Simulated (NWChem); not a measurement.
CH$_{2}$F$_{2}$O$_{2}$Si; SMILES OC(=O)[SiH](F)F

```xyz
8

O      1.2969    -1.4556     0.0000
C      0.1405    -1.0972     0.0000
O     -0.9060    -1.9592     0.0000
Si    -0.4092     0.7372     0.0000
F      0.2311     1.4171    -1.2984
F      0.2311     1.4171     1.2984
H     -0.5324    -2.8656     0.0000
H     -1.8696     0.9379     0.0000
```
Atoms are numbered in this order, from 1.

All runs: NWChem. Pople sets run with spherical d functions. All runs use the structure optimised with B3LYP/6-31G* (spherical d).

Question: Order these by “highest occupied level (eV)”, lowest first: PBE0/6-311++G**; PBE0/3-21G; PBE0/STO-3G.

Answer: PBE0/6-311++G** (-8.61), PBE0/3-21G (-8.05), PBE0/STO-3G (-3.93)
